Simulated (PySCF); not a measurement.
## Electron correlation in Bi⁺ (bismuth, charge +1)

[Xe] 4f14 5d10 6s1 6p3, 6s spin antiparallel (an excited configuration). All numbers are calculated (PySCF 2.14, the spin-free X2C one-electron Hamiltonian (Gaussian nucleus), in ANO-RCC-VTZP). Frozen: [Xe] 4f14 5d10; 4 electrons correlated.

MP2 pair energies summed by pair of shells (mhartree):

```tsv
pair	energy	share (%)
6s-6p	-64.06	84.8
6p-6p	-11.50	15.2
```

Total MP2 correlation energy: -75.56 mhartree.

Same-spin part -11.50 and opposite-spin part -64.06 mhartree; SCS-MP2 scales them by 1/3 and 6/5 to -80.70 mhartree.

Spin-orbit coupling is strong in this species, so the high-spin LS determinant is a model state.
